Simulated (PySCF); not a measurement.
A PySCF script (with the pyscf-properties extension) for the NMR shieldings of `[SiH3][Si@@H]([SiH2]CF)F`, CH8F2Si3, on a GFN2-xTB geometry:

```python
import basis_set_exchange as bse
import numpy as np
from pyscf import gto, dft
from pyscf.prop import nmr

atoms = """
F    -1.135597    1.489012   -1.021881
C    -2.092360    0.755297   -0.335824
Si   -1.341528   -0.938109    0.173841
Si    0.798166   -0.471641    0.936468
F     1.345960   -1.920782    1.452165
Si    2.407668    0.383034   -0.503752
H    -2.389069    1.368527    0.517817
H    -2.947854    0.664738   -1.005777
H    -2.342722   -1.511738    1.086898
H    -1.379460   -1.777514   -1.033636
H     0.742602    0.231911    2.228686
H     1.939621    1.621007   -1.123203
H     2.720179   -0.573943   -1.571745
H     3.673717    0.679729    0.177778
"""
names = dict.fromkeys(["F", "C", "Si", "H"], "pcSseg-1")
basis = {el: gto.basis.parse(bse.get_basis(n, elements=[el], fmt="nwchem")) for el, n in names.items()}
mol = gto.M(atom=atoms, basis=basis, charge=0, verbose=0)
mf = dft.RKS(mol, xc="PBE0")
mf.grids.level = 2
mf.grids.alignment = dft.numint.BLKSIZE   # the property module wants whole blocks of grid points
mf.conv_tol = 1e-9
mf.kernel()

calc = nmr.RKS(mf)   # GIAO
C = mf.mo_coeff
Co = C[:, mf.mo_occ > 0]
resp = mf.gen_response(singlet=True, hermi=2)
def vind(x):   # induced exchange potential for any number of trial vectors
    d = np.einsum("pi,xij,qj->xpq", C, 2 * x.reshape(-1, C.shape[1], Co.shape[1]), Co, optimize=True)
    return np.einsum("xpq,pi,qj->xij", resp(d - d.transpose(0, 2, 1)), C, Co, optimize=True).ravel()
mo1, _ = nmr.rhf.solve_mo1(calc, with_cphf=vind)
sigma = calc.kernel(mo1)
for i, s in enumerate(sigma):   # ppm
    print("%2d %-2s %9.2f" % (i, mol.atom_pure_symbol(i), np.trace(s) / 3))
```

Problem. Give the expected output.

Solution. 
```
 0 F     458.67
 1 C     109.71
 2 Si    424.43
 3 Si    316.39
 4 F     445.58
 5 Si    459.08
 6 H      26.90
 7 H      26.57
 8 H      27.59
 9 H      27.41
10 H      25.22
11 H      28.40
12 H      27.97
13 H      27.93
```

These numbers come from an equivalent density-fitted implementation of the same equations, which agrees with the script to about 0.01 ppm for H and up to a few tenths of a ppm for heavy atoms, so last digits may differ.

Problem. Turn these shieldings into chemical shifts. References, each an isolated molecule treated in the same way: 19F (σ = 170.95 ppm) against CFCl3; 13C (σ = 186.93 ppm) and 29Si (σ = 349.16 ppm) and 1H (σ = 31.72 ppm) against TMS.

Solution. Averaging equivalent atoms: F 4: -274.6; F 0: -287.7; C 1: 77.2; Si 3: 32.8; Si 2: -75.3; Si 5: -109.9; H 10: 6.50; H 7: 5.15; H 6: 4.82; H 9: 4.30; H 8: 4.13; H 11/12/13: 3.62 ppm. Unscaled 19F shifts against computed CFCl3 carry errors that often reach 10 to 50 ppm.

Size and cost of the density-fitted run: 163 basis functions, 46 s wall time on 1 thread of an Arm Neoverse N1, shared host; peak memory 0.74 GiB.
